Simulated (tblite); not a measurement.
Run record: tight-binding relaxation, `C[C@@H]([GeH3])[AsH][GeH3]`.

Computed with GFN2-xTB geometry optimisation, gas phase (tblite 0.8.0). Start geometry: from a force field or distance geometry. The input is one job of a driver script: a line of settings, then coordinates in Å.

Command:
```bash
OMP_NUM_THREADS=1 python probes_run.py task.json out
```

Input:
```
{"job": {"kind": "relax", "xc": "GFN2-xTB", "basis": "xTB"}, "charge": 0, "multiplicity": 1}
C     -1.224100     1.639100    -0.629000
C     -0.406000     0.522300    -0.033500
Ge    -1.557100    -0.952800     0.524800
As     0.904600    -0.132300    -1.363500
Ge     2.363400    -1.088700     0.310000
H     -0.576900     2.483300    -0.926200
H     -1.965200     2.019700     0.113600
H     -1.772900     1.285600    -1.521100
H      0.140000     0.900700     0.869700
H     -2.282500    -1.531000    -0.722400
H     -0.736700    -2.062400     1.206300
H     -2.629900    -0.420000     1.520800
H      1.690100     1.211400    -1.344100
H      1.786300    -2.433600     0.800700
H      2.502800    -0.096800     1.495800
H      3.756500    -1.335700    -0.313500
```

Output:
```
step      E/eV     max force
  0    -437.53869    0.880
  1    -437.60564    0.548
  2    -437.66806    0.617
  3    -437.69623    0.441
  4    -437.71773    0.378
  5    -437.72781    0.287
  6    -437.73507    0.252
  7    -437.73952    0.182
  8    -437.74310    0.161
  9    -437.74538    0.126
... (58 lines left out)
 68    -437.76021    0.016
 69    -437.76026    0.017
 70    -437.76033    0.020
 71    -437.76039    0.019
 72    -437.76046    0.016
 73    -437.76050    0.016
 74    -437.76054    0.014
 75    -437.76057    0.013
 76    -437.76060    0.012
 77    -437.76061    0.009
```

«max force» is the largest atomic force in eV/Å.

From which step on does the largest force stay under 0.1 eV/Å, and how much energy is left to gain from there?

From step 14 (0.093 eV/Å), 8.6 meV above the end.

Summary of the converged run: energy lowered by 5.1 kcal/mol over 77 steps; largest atomic force 0.009 eV/Å at the end.

Where do the atoms end?

0.135 Å rms from the input after alignment:
```
atom  x, y, z in Å
C1    -1.2266    1.6712   -0.6287
C2    -0.4266    0.5228   -0.0256
Ge3   -1.6341   -0.9338    0.5499
As4    0.8934   -0.1754   -1.3625
Ge5    2.4078   -1.0643    0.2423
H6    -0.5658    2.4890   -0.9277
H7    -1.9524    2.0609    0.0881
H8    -1.7703    1.3360   -1.5144
H9     0.1114    0.8859    0.8562
H10   -2.3250   -1.5505   -0.6289
H11   -0.9174   -2.0305    1.2776
H12   -2.7026   -0.4006    1.4598
H13    1.6823    1.1235   -1.4079
H14    2.0910   -2.4710    0.6852
H15    2.4869   -0.2958    1.5427
H16    3.8403   -1.1585   -0.2176
```

On an Arm Neoverse V2 with one thread, no GPU, shared host with 64 logical CPUs at a one-minute load of 30, this took 0.43 s.
Labels such as C1 count atoms from 1, the log's own numbers from 0.
